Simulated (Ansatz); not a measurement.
Which is lower?

Two relaxed structures of AlSnH5, singlet (PBE0-D4/def2-TZVP; forces vanish, vibrations not checked).

A:

```
7
angstrom
Al -0.4568 -1.4996 0.0784
Sn 0.3084 1.0415 -0.0715
H -0.0962 -2.3559 1.3659
H -1.2713 -2.1807 -1.1018
H -0.1628 1.8208 -1.5200
H -0.3321 1.9746 1.2142
H 2.0107 1.1994 0.0347
```

B:

Al1  (-0.023, 1.320, -0.056)
Sn2  (-0.641, -1.181, 0.105)
H3  (-0.119, -2.111, 1.457)
H4  (-0.355, -2.227, -1.231)
H5  (-0.116, 1.944, -1.502)
H6  (0.132, 2.066, 1.326)
H7  (1.024, -0.130, -0.086)
(Å)

Computed with Ansatz 0.2.0 (basis: def2-TZVPP); correlated methods freeze the cores. Filled d shells of the heavier atoms are correlated. Core potentials replace the inner electrons of the atoms past krypton. The def2 sets are not built for correlating such inner shells, so the correlated values are less sure here. B3LYP uses VWN-RPA correlation.

Problem. Which structure is lower at CCSD(T), and by how much? (Judge from chemistry; the value comes from the calculation.)

Solution. By the calculation: A, by 0.187 eV (electronic energy, against the other). By their contacts, A is AlSnH₅ ([AlH2][SnH3]) and B is AlSnH₅ ([H]1[AlH2][SnH2]1).

All methods give the same order:

| method | E(B) − E(A) (eV) |
| --- | --- |
| PBE-D4 | 0.042 |
| r2SCAN-D4 | 0.066 |
| PBE0-D4 | 0.134 |
| B3LYP-D4 | 0.113 |
| wB97M-V | 0.160 |
| HF | 0.389 |
| MP2 | 0.179 |
| CCSD | 0.222 |
| CCSD(T) | 0.187 |

The T1 diagnostic stays at or below 0.015.

Labels in which every atom is bracketed show which atoms are joined, not bond orders.

For scale, one of the runs: CCSD(T)/def2-TZVPP, 162 basis functions, launched by `ansatz run in.yaml --threads 2 --pin off --events-out ev --progress --plain --max-ram 4352MiB`. The run took 29 s on 2 CPU threads of an Arm Neoverse V2 (shared host), with 1.3 GiB of host memory at its peak.
